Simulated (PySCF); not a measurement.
Saddle point of SiNH₅F₂, singlet (SiNH₃F₂ ([NH2][SiH]([F])[F]) + H₂ → SiH₂F₂ ([F][SiH2][F]) + NH₃; bonds formed: Si1–H7, N2–H6; bonds broken: Si1–N2, H6–H7), PBE0-D4/def2-TZVP structure:

| atom | x (Å) | y (Å) | z (Å) |
| --- | --- | --- | --- |
| Si1 | -0.7042 | -0.3106 | -0.1120 |
| N2 | 1.0619 | 0.2200 | -0.0647 |
| F3 | -0.4842 | -1.6619 | -0.9816 |
| F4 | -1.2237 | -0.9994 | 1.2295 |
| H5 | -1.5612 | 0.4156 | -1.0645 |
| H6 | 0.3835 | 1.1151 | 0.4362 |
| H7 | -0.6709 | 1.2176 | 0.8093 |
| H8 | 1.6017 | -0.2184 | 0.6744 |
| H9 | 1.5969 | 0.2221 | -0.9266 |

Energies are electronic, without zero-point energy. Barriers and step energies count from the start structure reached by relaxing down the imaginary mode; all methods use the PBE0-D4 structures, on which another method's saddle can fall below an end. Program: PySCF 2.14 with density fitting (its default auxiliary sets; JK sets also for MP2 and CCSD(T)). Basis: def2-TZVPP, with def2-QZVPP for the basis limit. Cores are frozen in the correlated methods. B3LYP uses VWN-RPA correlation. Extrapolation: Hartree–Fock as exp(−7.88 √X), correlation as X^−2.97.

```json
{"method": "SPW92", "barrier (kcal/mol)": "32.64", "step energy (kcal/mol)": "2.71"}
{"method": "PBE-D4", "barrier (kcal/mol)": "41.54", "step energy (kcal/mol)": "5.80"}
{"method": "r2SCAN-D4", "barrier (kcal/mol)": "44.99", "step energy (kcal/mol)": "7.39"}
{"method": "PBE0-D4", "barrier (kcal/mol)": "44.56", "step energy (kcal/mol)": "5.92"}
{"method": "B3LYP-D4", "barrier (kcal/mol)": "?", "step energy (kcal/mol)": "8.11"}
{"method": "BHLYP-D4", "barrier (kcal/mol)": "53.06", "step energy (kcal/mol)": "8.00"}
{"method": "wB97M-V", "barrier (kcal/mol)": "48.51", "step energy (kcal/mol)": "7.00"}
{"method": "HF", "barrier (kcal/mol)": "?", "step energy (kcal/mol)": "10.30"}
{"method": "MP2", "barrier (kcal/mol)": "?", "step energy (kcal/mol)": "8.36"}
{"method": "CCSD", "barrier (kcal/mol)": "52.63", "step energy (kcal/mol)": "7.41"}
{"method": "CCSD(T)", "barrier (kcal/mol)": "50.86", "step energy (kcal/mol)": "7.27"}
```

(1) Fill in the withheld barriers. (To be estimated.)

The T1 diagnostic stays at or below 0.012.

Results:

(1) Computed: HF 63.88; B3LYP-D4 49.46; MP2 51.10 kcal/mol. Each is the energy of the saddle less that of the start structure, by the same method.

For comparison, the barrier by CCSD(T) at an estimated basis limit (MP2 extrapolated from triple and quadruple zeta, plus CCSD(T) − MP2 in triple zeta) is 50.85 kcal/mol.

Labels in which every atom is bracketed show which atoms are joined, not bond orders.

For scale, one of the runs: CCSD(T)/def2-TZVPP, 205 basis functions, launched by `OMP_NUM_THREADS=4 python run.py`. Time: 8.1 min of wall clock on 4 CPU threads of an Arm Neoverse V2; the host was shared. Peak host memory: 3.1 GiB.
